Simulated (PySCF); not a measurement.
Molecule: `[SiH3]CC=C1C=C1`, C5H8Si.

Bonds (- single, = double, # triple, : aromatic): Si1-C2, C2-C3, C3=C4, C4-C5, C5=C6, C6-C4. Si1 carries H7, H8, H9; C2 carries H10, H11; C3 carries H12; C5 carries H13; C6 carries H14.

Frames of a GFN2-xTB Langevin trajectory at 200 K; GIAO PBE0/pcSseg-1 shieldings in PySCF, gas phase, non-relativistic; equivalent atoms averaged within each frame.

δ = σ(ref) − σ, references computed at the same level: 29Si (σ = 349.16 ppm) and 13C (σ = 186.93 ppm) and 1H (σ = 31.72 ppm) against TMS. The references are static minima.

Q: How do the shifts (ppm) fluctuate along the trajectory?

A: 
```csv
time (fs),Si1,C5,C6,C4,C3,C2,H14,H13,H12,H7/H8/H9
250,-78.1,142.2,141.9,116.9,82.1,19.2,8.32,8.15,4.85,3.88
425,-63.0,145.7,140.3,117.1,87.7,14.6,8.42,8.49,4.26,4.16
625,-69.1,140.1,147.1,115.9,74.1,18.8,8.44,8.31,4.53,4.38
800,-74.9,141.3,153.0,118.8,86.6,15.7,9.06,7.88,5.04,3.75
1000,-76.1,139.3,144.6,116.5,77.6,19.0,8.92,8.12,4.77,3.97
mean of frames,-72.2,141.7,145.4,117.0,81.6,17.4,8.63,8.19,4.69,4.03
standard deviation,6.2,2.5,5.0,1.1,5.8,2.2,0.33,0.23,0.30,0.25
```

5 frames give an uncertainty of the mean of about the standard deviation over 2.2 at best, since frames this close in time may not be independent; classical motion lacks zero-point vibration, and the reference would need the same averaging.
